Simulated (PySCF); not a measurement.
SMILES C#C/C=C\[Si](F)(F)F (C4H3F3Si), singlet (GFN2-xTB optimised geometry):

```
11

C      0.165     1.429     3.051
C      0.599     0.867     2.082
C      1.117     0.211     0.951
C      0.350    -0.340     0.000
Si    -1.507    -0.340     0.000
F     -2.198     1.090     0.000
F     -2.083    -1.062    -1.292
F     -2.197    -1.090     1.218
H     -0.218     1.919     3.897
H      2.198     0.175     0.889
H      0.846    -0.822    -0.832
```

Calculation: PBE0/def2-TZVP run with PySCF.

Problem. What are the frontier orbital energies and the dipole moment?

Solution. HOMO-2 -10.53 eV, HOMO-1 -8.73 eV, HOMO -7.98 eV, LUMO -2.22 eV, LUMO+1 0.14 eV; dipole moment 3.17 D.

On the same geometry PBE/def2-TZVP run with PySCF 2.14.0 gives HOMO-2 -8.97 eV, HOMO-1 -7.46 eV, HOMO -6.91 eV, LUMO -3.08 eV, LUMO+1 -0.83 eV; dipole moment 3.04 D.

Meta-Löwdin charges at PBE0/def2-TZVP: C1 -0.16, C2 -0.04, C3 -0.06, C4 -0.41, Si5 1.65, F6 -0.49, F7 -0.49, F8 -0.49, H9 0.19, H10 0.15, H11 0.15.
